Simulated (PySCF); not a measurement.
C9H8ClN.
Numbering: `[CH2:1]=[C:2]([Cl:3])/[CH:4]=[N:5]\[c:6]1[cH:7][cH:8][cH:9][cH:10][cH:11]1` (hydrogens: H12, H13 on C1; H14 on C4; H15 on C7; H16 on C8; H17 on C9; H18 on C10; H19 on C11)

A GFN2-xTB structure was refined with PySCF 2.14.0, PBE0-D3(BJ)/def2-SVP geometry optimisation, gas phase. Its GFN2-xTB values:

| coordinate | GFN2-xTB |
| --- | --- |
| C1=C2 | 1.329 Å |
| C1–H12 | 1.076 Å |
| C1–H13 | 1.076 Å |
| C2–Cl3 | 1.740 Å |
| C2–C4 | 1.467 Å |
| C4=N5 | 1.258 Å |
| C4–H14 | 1.086 Å |
| N5–C6 | 1.375 Å |
| C6–C7 | 1.396 Å |
| C7–C8 | 1.381 Å |
| C7–H15 | 1.080 Å |
| C8–C9 | 1.386 Å |
| C8–H16 | 1.080 Å |
| C9–H17 | 1.079 Å |
| C1–C2–Cl3 | 120.2° |
| C1–C2–C4 | 126.3° |
| C2–C4–N5 | 128.6° |
| Cl3–C2–C4 | 113.5° |
| C4–N5–C6 | 128.8° |
| N5–C6–C7 | 119.2° |
| C7–C6–C11 | 119.2° |
| C8–C9–C10 | 119.6° |
| C1–C2–C4–N5 | 22° |
| C2–C4–N5–C6 | 7° |
| C4–N5–C6–C7 | -123° |

Question: How do these coordinates change at the PBE0-D3(BJ)/def2-SVP level?

Answer: 
| coordinate | PBE0-D3(BJ)/def2-SVP (Å or °) | change |
| --- | --- | --- |
| N5–C6 | 1.394 | +0.019 |
| C2–C4 | 1.483 | +0.016 |
| C1–H13 | 1.091 | +0.015 |
| C1–H12 | 1.091 | +0.015 |
| C4–H14 | 1.101 | +0.015 |
| C9–H17 | 1.092 | +0.013 |
| C8–H16 | 1.093 | +0.013 |
| C7–H15 | 1.092 | +0.012 |
| C7–C8 | 1.392 | +0.011 |
| C4=N5 | 1.268 | +0.010 |
| C8–C9 | 1.395 | +0.009 |
| C1=C2 | 1.337 | +0.008 |
| C6–C7 | 1.402 | +0.006 |
| C2–Cl3 | 1.742 | +0.002 |
| C4–N5–C6 | 124.9 | -3.9 |
| Cl3–C2–C4 | 112.3 | -1.2 |
| C1–C2–C4 | 126.9 | +0.6 |
| C1–C2–Cl3 | 120.7 | +0.5 |
| C2–C4–N5 | 129.0 | +0.4 |
| C8–C9–C10 | 119.4 | -0.2 |
| C7–C6–C11 | 119.4 | +0.2 |
| N5–C6–C7 | 119.3 | +0.1 |
| C4–N5–C6–C7 | -116 | +7 |
| C1–C2–C4–N5 | 27 | +5 |
| C2–C4–N5–C6 | 5 | -2 |

The energy falls by 7.6 kJ/mol over 8 energy and gradient evaluations, the largest force component goes from 0.0113 to 3.0e-04 Eh/bohr, and the atoms move by 0.120 Å rms after alignment. The bond that changes most is N5–C6 (imine nitrogen to aromatic carbon bearing nitrogen), which lengthens by 0.019 Å. Bonds longer at the end by more than 0.005 Å: 18 of 19; shorter: 0. Rotational constants go from 2618, 478.7, 454.7 to 2420, 496.7, 472.6 MHz.

The run used 198 basis functions and 60 SCF cycles in all. The run took about 7 min of CPU time (one thread, shared machine).

PBE0-D3(BJ)/def2-SVP frequencies: not computed here. The numbers are those of one conformer.

Conformer computed: `[CH2:1]=[C:2]([Cl:3])/[CH:4]=[N:5]\[c:6]1[cH:7][cH:8][cH:9][cH:10][cH:11]1`: C1–C2–C4–N5 27°, C4–N5–C6–C7 -116°.
